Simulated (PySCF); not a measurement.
Geometry:
| atom | x (Å) | y (Å) | z (Å) |
| --- | --- | --- | --- |
| Cl1 | 3.621 | 0.171 | -0.358 |
| C2 | 1.959 | 0.390 | 0.233 |
| C3 | 1.311 | -0.974 | 0.472 |
| O4 | 0.018 | -0.866 | 1.014 |
| C5 | -0.959 | -0.435 | 0.112 |
| C6 | -2.265 | 0.004 | 0.688 |
| C7 | -1.353 | 1.015 | 0.054 |
| H8 | 2.010 | 0.960 | 1.160 |
| H9 | 1.417 | 0.956 | -0.524 |
| H10 | 1.290 | -1.541 | -0.470 |
| H11 | 1.890 | -1.537 | 1.209 |
| H12 | -0.964 | -1.001 | -0.818 |
| H13 | -3.171 | -0.280 | 0.177 |
| H14 | -2.342 | 0.011 | 1.763 |
| H15 | -0.844 | 1.700 | 0.714 |
| H16 | -1.626 | 1.435 | -0.902 |

Calculated, not measured (PySCF 2.14.0 with density-fitted response routines): NMR shieldings at PBE0/pcSseg-1/GIAO, GFN2-xTB structure. Single conformer, fast rotation and ring inversion assumed for equivalent nuclei, non-relativistic, gas phase.

References, each an isolated molecule treated in the same way: ¹³C (σref 186.93), ¹H (σref 31.72) against TMS; ³⁵Cl (σref 949.78) vs HCl; ¹⁷O (σref 336.08) vs H2O.

```tsv
atoms	nucleus	count	δ (ppm)
C5	¹³C	1	56.5
H8/H9	¹H	2	3.70
O4	¹⁷O	1	?
C6/C7	¹³C	2	8.2
H13/H16	¹H	2	0.43
H10/H11	¹H	2	3.85
H14/H15	¹H	2	?
C3	¹³C	1	76.4
Cl1	³⁵Cl	1	43
H12	¹H	1	2.89
C2	¹³C	1	?
```

**Question.** Estimate the values marked ?.

**Answer.** 
- C2: 46.7 ppm, sp3 CH2 bonded to Cl; the inductive effect lowers its shielding
- H14/H15: 0.49 ppm, hydrogen on a three-membered-ring carbon; cyclopropane-type protons are shielded by the ring
- O4: 67.3 ppm, ether oxygen

Carbons that carry Cl, above all several Cl atoms, come out too deshielded, partly because spin–orbit coupling is missing. Shifts are as computed. Against solution values, carbons near 30 ppm lie about +3 ppm off and those near 130 ppm about +5 ppm; carbons on Cl a further +6 ppm. Of 1211 compounds with measured shifts, 218 miss one by over three times the rms of a fit or turn the order of signals round; such compounds aren't used in these exercises. Experimental scales use liquid or dissolved standards, which lie at an offset from isolated H2O (liquid H2O: subtract about 36 ppm).
